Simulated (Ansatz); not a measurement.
`F[SiH](Cl)N[SiH3]` + H₂ → `F[SiH2]N[SiH3]` + HCl at 298.15 K and 1 bar (hydrogenolysis of the Si–Cl bond).

Computed with Ansatz on PBE0-D4/def2-TZVP structures; ΔE is electronic, products minus reactants. CCSD(T)/CBS adds triple-zeta CCSD(T) − MP2 to the extrapolated MP2 energy (def2 sets, frozen cores). This one scheme is used for every species. Each species was taken in one conformer, which may not be the lowest.

```json
{"species": "`F[SiH](Cl)N[SiH3]`", "CCSD(T)/CBS energy (Eh)": "-1195.61660", "H − E (kJ/mol)": "168.7", "S (J/(mol·K))": "374.8"}
{"species": "H₂", "CCSD(T)/CBS energy (Eh)": "-1.17544", "H − E (kJ/mol)": "35.1", "S (J/(mol·K))": "130.4"}
{"species": "`F[SiH2]N[SiH3]`", "CCSD(T)/CBS energy (Eh)": "-736.37696", "H − E (kJ/mol)": "182.7", "S (J/(mol·K))": "339.7"}
{"species": "HCl", "CCSD(T)/CBS energy (Eh)": "-460.38127", "H − E (kJ/mol)": "26.6", "S (J/(mol·K))": "186.8"}
```

H − E and S are ideal-gas, rigid-rotor, harmonic terms from PBE0-D4/def2-TZVP, for one conformer and one mirror image of each species. For small species the MP2-based limit differs from directly extrapolated CCSD(T) by up to some mEh (0.8 for H₂); such offsets cancel only in part. 1 Eh = 2625.50 kJ/mol, R = 8.31446 J/(mol·K).

Task: By hand: ΔE, ΔH, ΔS and ΔG.

Result: ΔE = (-736.37696) + (-460.38127) − (-1195.61660) − (-1.17544) = 0.03381 Eh = 88.8 kJ/mol. Δ(H − E) = 182.7 + 26.6 − 168.7 − 35.1 = 5.5, so ΔH = 94.3 kJ/mol. ΔS = 339.7 + 186.8 − 374.8 − 130.4 = 21.3 J/(mol·K). ΔG = 94.3 − 298.15 × (21.3)/1000 = 87.9 kJ/mol.

Task: By hand: the equilibrium constant, and the temperature at which ΔG would vanish if ΔH and ΔS stayed fixed.

Result: log₁₀ K = −ΔG/(RT ln 10) = -15.4. ΔG = 0 at ΔH/ΔS = 4427 K, far beyond where these terms or the molecules hold.

ΔH outweighs TΔS. A doubt of 5 kJ/mol in ΔE shifts log₁₀ K by 0.9 here. Other conformers and mirror images would add mixing entropy, several J/(mol·K) or more a flexible species. Modes under 60 cm⁻¹, often nearly free rotors, make the harmonic entropy too high. These are equilibria of isolated gas molecules and say nothing of rates. Largest T1 diagnostic: 0.011 (customary marks: 0.02 for closed shells, 0.045 for open ones).
